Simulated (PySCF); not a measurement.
Cartesian coordinates in Å; atom numbers follow the order of the lines, from 1:
```xyz
13

C    -1.5270   -0.8737    0.2846
C    -0.1590   -0.3307    0.1087
N     0.8732   -1.1085    0.3700
C     2.0823   -0.5857    0.1974
Cl    3.4084   -1.5851    0.5312
N     2.3390    0.6464   -0.2129
N     1.3458    1.4289   -0.4741
C     0.0980    0.9949   -0.3314
C    -0.9698    1.8763   -0.6242
N    -1.8772    2.5404   -0.8432
H    -2.0784   -0.2722    1.0064
H    -2.0706   -0.8284   -0.6586
H    -1.4692   -1.9022    0.6283
```

Non-relativistic, a single conformation, averaged over atoms made equivalent by symmetry, fast rotation or ring inversion, isolated molecule. PBE0/pcSseg-1 with gauge-including orbitals; GFN2-xTB geometry; PySCF.

Chemical shifts δ = σref − σ; TMS for 13C (186.93 ppm), 1H (31.72 ppm); NH3 for 15N (267.73 ppm); 35Cl (949.78 ppm) against HCl, all at this level.

| atoms | nucleus | count | Hirshfeld charge | δ (ppm) |
| --- | --- | --- | --- | --- |
| H11/H12/H13 | 1H | 3 | 0.06 | ? |
| C1 | 13C | 1 | -0.11 | ? |
| N6 | 15N | 1 | -0.11 | 425.6 |
| C9 | 13C | 1 | 0.08 | 120.0 |
| C8 | 13C | 1 | 0.06 | 144.6 |
| C4 | 13C | 1 | 0.13 | ? |
| Cl5 | 35Cl | 1 | 0.02 | 340 |
| N10 | 15N | 1 | -0.18 | 345.0 |
| N7 | 15N | 1 | -0.06 | 514.9 |
| N3 | 15N | 1 | -0.14 | 325.9 |
| C2 | 13C | 1 | 0.11 | 172.3 |

**Question.** Estimate the values marked ?.

**Answer.** 
- C4: 172.5 ppm, aromatic carbon bearing chlorine
- C1: 24.6 ppm, methyl carbon on an aromatic ring; saturated and bonded to C and H only
- H11/H12/H13: 2.86 ppm, hydrogen on a methyl carbon on an aromatic ring; benzylic-type position, deshielded by the ring

Carbons that carry Cl, above all several Cl atoms, come out too deshielded, partly because spin–orbit coupling is missing. Shifts are as computed. Against solution values, carbons near 30 ppm lie about +3 ppm off and those near 130 ppm about +5 ppm; carbons on Cl a further +6 ppm. Of 1211 compounds with measured shifts, 218 miss one by over three times the rms of a fit or turn the order of signals round; such compounds aren't used in these exercises. Experimental scales use liquid or dissolved standards, which lie at an offset from isolated NH3 (liquid NH3: subtract about 20 ppm). Unscaled 15N shifts of sp2 nitrogen come out 20 to 40 ppm too high even then.
